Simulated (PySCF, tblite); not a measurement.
Isomers of C6H5FN2O, one GFN2-xTB conformer each. Single-point energies are computed at PBE0/pcSseg-1 (PySCF, gas phase, no added dispersion term), electronic only.

Question: Rank them by PBE0/pcSseg-1 energy, lowest first (kJ/mol).
A. `[CH:1]#[C:2][C@H:3]([CH2:4][F:5])[c:6]1[n:7][cH:8][n:9][o:10]1` with C2–C3–C4–F5 169°, C2–C3–C6–N7 78°
B. `[CH3:1][C:2](=[O:3])[c:4]1[cH:5][c:6]([F:7])[cH:8][n:9][n:10]1` with C1–C2–C4–C5 180°

Answer: B (0.0), A (214.9).

As drawn, the lower has a C=O bond and an N–N linkage, which the higher lacks; the higher has a C≡C bond and an N–O linkage, which the lower lacks. GFN2-xTB itself gives, in the same order: 0.0, 137.3. Both levels put the same isomer lowest.

Which frontier levels, dipoles and rotational constants go with these structures?

```tsv
SMILES	HOMO (eV, PBE0/pcSseg-1)	LUMO (eV)	dipole (D)	A, B, C (MHz)
CC(=O)c1cc(F)cnn1	-7.36	-2.48	1.09	2786, 952.7, 713.1
C#C[C@H](CF)c1ncno1	-8.42	-1.04	2.50	1828, 1131, 828.5
```

What happens when harmonic zero-point energies from GFN2-xTB frequencies are added?

```tsv
SMILES	ZPE (kJ/mol)	electronic (kJ/mol)	with ZPE (kJ/mol)
CC(=O)c1cc(F)cnn1	266.0	0.0	0.0
C#C[C@H](CF)c1ncno1	266.8	214.9	215.7
```

The zero-point energies span 0.8 kJ/mol. The order is unchanged.
